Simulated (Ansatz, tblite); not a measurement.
Forces on the cluster Pb₄S₃ at its r2SCAN-D4/def2-SVP geometry. The state is a singlet with charge 0.

In the def2 sets Pb takes a core potential; there is no spin–orbit coupling. The xTB rows come from tblite. The restricted singlet is unstable towards broken spin symmetry in Hartree–Fock (as tested in another run); at PBE-D4/def2-TZVP this wasn't settled. Another isomer (singlet) lies 1.12 eV lower at PBE0-D4/def2-TZVP; other spin states weren't run for this one.

GFN1-xTB (tblite), largest force 1.23 eV/Å:

```xyz
7
positions Å, forces eV/Å
Pb    2.066   -0.789   -1.306   -0.712    0.351    0.213
Pb   -0.416   -1.327    1.418    0.193    0.589   -0.725
Pb   -2.598    1.096   -0.381    0.677   -0.332    0.100
Pb    0.254    1.897   -0.976    0.069   -0.629    0.261
S    -0.718    1.373    1.521   -0.048   -0.574   -0.769
S     2.162   -1.530    1.107   -0.481    0.165   -0.190
S    -0.750   -0.720   -1.383    0.302    0.429    1.110
```

GFN2-xTB (tblite), largest force 0.80 eV/Å:

```
Pb -0.256 0.066 0.401
Pb 0.352 0.394 -0.227
Pb 0.633 -0.058 0.074
Pb -0.279 -0.283 0.205
S -0.093 -0.487 -0.625
S -0.512 0.110 -0.399
S 0.155 0.258 0.571
```

PBE-D4/def2-TZVP (Ansatz), largest force 0.17 eV/Å:

```
Pb -0.046 -0.048 0.155
Pb 0.094 0.100 -0.073
Pb 0.101 -0.069 0.077
Pb -0.025 -0.044 0.057
S -0.021 -0.037 -0.105
S -0.090 0.037 -0.089
S -0.012 0.060 -0.022
```
